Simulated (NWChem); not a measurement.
System: MgHSeI; SMILES [SeH][Mg][I]

```xyz
4

Mg     0.0016     0.5104     0.0000
I      0.0091    -2.0602     0.0000
Se     0.0282     2.9453     0.0000
H     -1.4594     2.9231     0.0000
```
Atoms are numbered in this order, from 1.

Computed with NWChem. Geometry: optimised at PBE-D3(BJ)/def2-SVP. def2 effective core potentials on I; no spin-orbit coupling. Level r2SCAN/def2-SVP: energy and gradient on several grids; changes count from the extra-fine grid, which is no exact limit either.

| grid | size of the energy change (μHa) | largest change of a gradient component (μHa/bohr) |
|---|---|---|
| xcoarse | 2000 | 1000 |
| coarse | 100 | 200 |
| medium | < 10 | 500 |
| fine | < 10 | 30 |
| xfine | < 10 | < 30 |
